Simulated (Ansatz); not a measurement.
Reaction (formal exchange of groups at the In–Cl bond): `[CH3][In]([SiH3])[Cl]` + `OC=C(F)F` → `[CH3][In]([F])[SiH3]` + `O/C=C(/F)Cl`

Calculated with Ansatz (gas phase, PBE0-D4/def2-TZVP geometries, no zero-point term in ΔE). CCSD(T)/CBS adds triple-zeta CCSD(T) − MP2 to the extrapolated MP2 energy (def2 sets, frozen cores). DFT in def2-TZVPP. Elements past krypton have def2 core potentials. For In outer-core shells are correlated without core-valence functions, which leaves a few kJ/mol of doubt a bond. One conformer a species, not always the lowest.

```csv
species,BLYP energy (Eh)
`[CH3][In]([SiH3])[Cl]`,-981.55129
`OC=C(F)F`,-352.38241
`[CH3][In]([F])[SiH3]`,-621.20496
`O/C=C(/F)Cl`,-712.71933
```

Problem. Work out ΔE.

Solution. ΔE = (-621.20496) + (-712.71933) − (-981.55129) − (-352.38241) = 0.00941 Eh = +24.7 kJ/mol. CCSD(T)/CBS gives +30.9 kJ/mol.

Largest T1 diagnostic among the species: 0.014.

At CCSD(T), def2-SVP lies +18.4 kJ/mol from the extrapolated value and def2-TZVPP +7.1 kJ/mol. From BLYP to BHLYP (50 % exact exchange), in def2-TZVPP and without D4, ΔE moves by +22.4 kJ/mol.
